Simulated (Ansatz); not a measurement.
One change: `[GeH3][GeH3]` becomes `[OH][GeH2][GeH3]`.

Ansatz, PBE0-D4/def2-TZVP geometries, multiplicity 1. Each molecule was computed in one conformer, which needn't be the lowest.

Scalar relativity is left out up to krypton.

```json
{"property": "LUMO energy (B3LYP/def2-TZVPP) / eV", "`[GeH3][GeH3]`": "0.05"}
{"property": "HOMO energy (B3LYP/def2-TZVPP) / eV", "`[GeH3][GeH3]`": "-7.99"}
{"property": "size of the dipole moment (ωB97M-V/def2-TZVPP) / D", "`[GeH3][GeH3]`": "0.00"}
{"property": "zero-point energy (PBE0-D4/def2-TZVP) / kJ/mol", "`[GeH3][GeH3]`": "121.2"}
{"property": "HOMO energy (ωB97M-V/def2-TZVPP) / eV", "`[GeH3][GeH3]`": "-10.23"}
{"property": "HOMO–LUMO gap (PBE0/def2-TZVPP) / eV", "`[GeH3][GeH3]`": "8.57"}
```

**Question.** Give the same properties after the change, and the shifts. (Estimate.)

**Answer.** Ansatz gave: 
```json
{"property": "LUMO energy (B3LYP/def2-TZVPP) / eV", "`[OH][GeH2][GeH3]`": "-0.51", "shift": "-0.56"}
{"property": "HOMO energy (B3LYP/def2-TZVPP) / eV", "`[OH][GeH2][GeH3]`": "-7.53", "shift": "0.46"}
{"property": "size of the dipole moment (ωB97M-V/def2-TZVPP) / D", "`[OH][GeH2][GeH3]`": "1.40", "shift": "1.40"}
{"property": "zero-point energy (PBE0-D4/def2-TZVP) / kJ/mol", "`[OH][GeH2][GeH3]`": "138.0", "shift": "16.8"}
{"property": "HOMO energy (ωB97M-V/def2-TZVPP) / eV", "`[OH][GeH2][GeH3]`": "-9.83", "shift": "0.40"}
{"property": "HOMO–LUMO gap (PBE0/def2-TZVPP) / eV", "`[OH][GeH2][GeH3]`": "7.48", "shift": "-1.09"}
```

With PBE0 the HOMO rises by 0.46 eV and the LUMO falls by 0.63 eV, so the gap narrows by about 1.09 eV. PBE moves the HOMO by 0.67 eV and ωB97M-V by 0.40 eV. The zero-point energy changes by 16.8 kJ/mol with +3 modes.

B3LYP here is the variant with VWN-RPA as its local correlation; programs differ in this.
